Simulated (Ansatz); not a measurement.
Ansatz (a program for electronic structure) input:

Ansatz 0.2 input:
```yaml
crystal:
  periodic: [false, false, false]
  atoms:
    - {symbol: Y, position_ang: [0.28427316, 0.17044935, 0.07389960]}
    - {symbol: F, position_ang: [-0.99811462, 0.73578155, -1.23881457]}
    - {symbol: F, position_ang: [-0.23373574, -1.47439538, 0.91858298]}
basis:
  gaussian:
    orbitals: def2-TZVP
hamiltonian:
  xc: b3lyp
  dispersion: d3bj
total_charge: 1
phonons: {temperatures: {t_min: 298.15, t_max: 298.15, t_step: 100}}
```

Problem. Which total energy does the run end on?

Solution. -238.01630 Eh (B3LYP-D3(BJ)/def2-TZVP). The basis has 102 functions.
